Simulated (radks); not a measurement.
Values are calculated unless marked as measured or tabulated.
Effect of the nuclear size on the gadolinium ion Gd3+, [Xe] 4f7. Code: a radial shooting solver on a logarithmic mesh with Libxc functionals. Model: Dirac Kohn-Sham, exchange-only LDA, spin-unpolarised, spherical densities, finite nucleus; open shells fill j = l - 1/2 first; Fermi nuclear charge, rms radius 5.1569 fm. The rms radius is varied about that value; shifts are against it.

rms radius (fm)  total energy shift (eV)  density at nucleus (e/bohr^3)  1s1/2 shift (meV)  2s1/2 shift (meV)  4p1/2 shift (meV)  5s1/2 shift (meV)  5p1/2 shift (meV)  4f7/2 shift (meV)  6s1/2 (empty) shift (meV)
4.2957                             -6.46                      6.557e+05              -2670               -343              0.411              -2.90              0.133              0.417                     -0.533
4.7753                             -2.97                      6.383e+05              -1230               -158              0.189              -1.33              0.061              0.192                     -0.245
5.1569                                 0                      6.259e+05              0.000              0.000              0.000              0.000              0.000              0.000                      0.000
5.4818                              2.67                      6.162e+05               1100                142             -0.169               1.20             -0.055             -0.172                      0.220
6.0387                              7.51                      6.012e+05               3100                399             -0.475               3.37             -0.154             -0.484                      0.620

Slopes of the eigenvalues against <r^2> in GHz/fm^2, as finite differences over the two radii next to the reference (eigenvalue slopes, not the field-shift constants of lines): 1s1/2 77600, 2s1/2 9990, 4p1/2 -11.9, 5s1/2 84.4, 5p1/2 -3.86, 4f7/2 -12.1, 6s1/2 (empty) 15.5.
